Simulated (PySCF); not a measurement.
One of the candidates below gave these computed data.

All candidates are C6H10ClF.

| technique | computed result |
| --- | --- |
| Rotational structure | rotational constants A, B, C: 2.033, 1.712, 1.198 GHz [GFN2-xTB] |
| Polarisability | 81.6 au [PBE0/def2-SVPD] |
| UV, strongest line | among the 8 lowest singlet transitions: S5 at 8.23 eV (151 nm, f = 0.016) [TDDFT PBE0/def2-SVPD] |
| UV, first state | lowest singlet excitation: 7.28 eV (170 nm, f = 0.002) [TDDFT PBE0/def2-SVPD] |
| Triplet | lowest triplet excitation (Tamm–Dancoff): 6.63 eV [TDA PBE0/def2-SVPD] |
| Dipole | 3.26 D [PBE0/def2-SVPD] |

Electronic properties: PySCF, gas phase, density fitting. Levels stand in brackets. Isolated species at its GFN2-xTB geometry (one conformer only).

Question: Which candidate is it?
A. `CC1(C)[C@@H](F)[C@@]1(C)Cl`
B. `F[C@@H]1CCCC[C@@H]1Cl`
C. `CC/C(C)=C(/F)CCl`

Answer: B. It is `F[C@@H]1CCCC[C@@H]1Cl`. Numbering: `[F:1][C@@H:2]1[CH2:3][CH2:4][CH2:5][CH2:6][C@@H:7]1[Cl:8]`. Its formula, C6H10ClF, gives 1 degree of unsaturation: 1 ring and 0 π bonds in the structure found. The optimised geometry has point group C1 and is an asymmetric top.

The others, at the same levels:
- `CC/C(C)=C(/F)CCl` fails: its computed lowest singlet excitation is 5.71 eV (217 nm, f = 0.226) (against 7.28 eV), lowest triplet excitation (Tamm–Dancoff) is 3.84 eV (against 6.63 eV) and static isotropic polarisability is 88.9 au (against 81.6 au).
- `CC1(C)[C@@H](F)[C@@]1(C)Cl` fails: its computed lowest singlet excitation is 6.38 eV (194 nm, f = 0.004) (against 7.28 eV), lowest triplet excitation (Tamm–Dancoff) is 5.81 eV (against 6.63 eV) and static isotropic polarisability is 84.1 au (against 81.6 au).

Each candidate is one conformer, not necessarily the lowest. Dipoles, sizes and rotational constants follow the conformer. The torsions of the flexible species, by atom-mapped SMILES:
- `[CH3:1][CH2:2]/[C:3]([CH3:4])=[C:5](/[F:6])[CH2:7][Cl:8]`: C1–C2–C3–C4 86°, C3–C5–C7–Cl8 -74°

The conformers of `F[C@@H]1CCCC[C@@H]1Cl` aren't listed.
